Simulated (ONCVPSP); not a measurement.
aluminium: excitation energies, all-electron against ONCV

Al (Z = 13), optimised norm-conserving Vanderbilt (ONCV), made with ONCVPSP 4.0.1 (PBE, scalar-relativistic). Core [Ne], reference 3s2 3p1. Waves: 3s: rc 1.75 bohr, ncon 4, nbas 8, qcut 3.2 1/bohr, 2 projectors, debl 1.4 Ha; 3p: rc 3.00 bohr, ncon 4, nbas 7, qcut 2.6 1/bohr, 2 projectors, debl 0.4 Ha; d scattering state at 0.17 Ha: rc 2.85 bohr, ncon 5, nbas 9, qcut 2.9 1/bohr, 2 projectors, debl 3 Ha. Local part: polynomial inside 1.20 bohr (lpopt 5, dvloc0 4 Ha). Core correction: polynomial model core, fcfact 0.4.

Energies are relative to the spin-unpolarised reference configuration 3s2 3p1; without spin polarisation the order of configurations can differ from experiment.

```csv
valence configuration,charge,ΔE all-electron (eV),error AE − PS (meV)
3s2 3p0,+1,5.761,-0.9
3s1 3p0,+2,24.987,+9.3
3s2 3p0.5,+0.5,2.086,-0.2
```

Question: What are ΔE and the potential's error for 3s1 3p2?

Answer: ΔE = 5.139 eV all-electron; the error (AE − PS) is +2.5 meV.

Levels in the configuration 3s1 3p0:

```tsv
level	all-electron (eV)	pseudo (eV)
3s	-23.748	-23.721
```

Note: no bound ghost flagged; GHOST(+) flagged for s at 113.1 eV.
